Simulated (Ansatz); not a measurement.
Geometry optimisation, Ansatz, RKS PBE/def2-SVP.

The input (input.yaml):

```yaml
crystal:
  periodic: [false, false, false]
  atoms:
    - { symbol: B, position_ang: [0.05185, -0.242606, -0.047225] }
    - { symbol: F, position_ang: [0.099252, -0.451943, 1.265663] }
    - { symbol: Cl, position_ang: [1.504913, -0.527685, -0.987105] }
    - { symbol: H, position_ang: [-0.996077, 0.049588, -0.573205] }
    - { symbol: Cl, position_ang: [0.346865, 2.62363, 0.988306] }
    - { symbol: H, position_ang: [0.274197, 1.587016, 1.830166] }
basis:
  gaussian: { orbitals: def2-SVP }
hamiltonian:
  xc: pbe
relax:
  f_tol: 0.03
  max_steps: 50
```

Run as:

```bash
$ ansatz run input.yaml --threads 1 --pin off --max-ram 2048MiB --backend cpu --events-out ev --progress --plain --runs-dir out
```

Question: Where does it end, and by what steps?

Answer: The run converged. After 6 steps the energy has fallen by 0.038 eV; Cl5 moved furthest, 0.19 Å.

```csv
step,energy less start (eV),largest force component (eV/Å),accepted
0,0.0000,0.860,yes
1,-0.0290,0.537,yes
2,-0.0198,0.430,no
3,-0.0343,0.342,yes
4,-0.0367,0.172,yes
5,-0.0379,0.136,yes
6,-0.0383,0.022,yes
```

```xyz
6
Properties=species:S:1:pos:R:3
B 0.052 -0.324 -0.100
F 0.115 -0.485 1.222
Cl 1.492 -0.639 -1.046
H -0.993 -0.020 -0.622
Cl 0.348 2.766 1.116
H 0.267 1.741 1.908
```

Run time: 12 s on 1 thread of Arm Neoverse V2, with other jobs on the host, peak memory 0.12 GiB.
